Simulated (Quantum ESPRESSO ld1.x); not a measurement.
Q: Species: the potassium ion K+. Configuration: [Ar]. All-electron calculation, scalar-relativistic Kohn-Sham, LDA (Slater exchange, Perdew-Zunger correlation), spin-polarised, spherical densities, point nucleus. Program: ld1.x of Quantum ESPRESSO 7.5. Some entries of the table are withheld. Estimate them.

| orbital | occ. | eigenvalue (hartree) | <1/r> (bohr^-1) | <r^2> (bohr^2) |
|---|---|---|---|---|
| 1s | 2 | (1) | 18.67 | 0.008878 |
| 2s | 2 | -13.1740 | 3.787 | 0.1795 |
| 2p | 6 | (2) | 3.697 | 0.1530 |
| 3s | 2 | -1.51982 | 1.103 | 1.865 |
| 3p | 6 | -0.91765 | 0.9621 | 2.419 |

A: 
(1) 1s eigenvalue (hartree): -129.276
(2) 2p eigenvalue (hartree): -10.5196
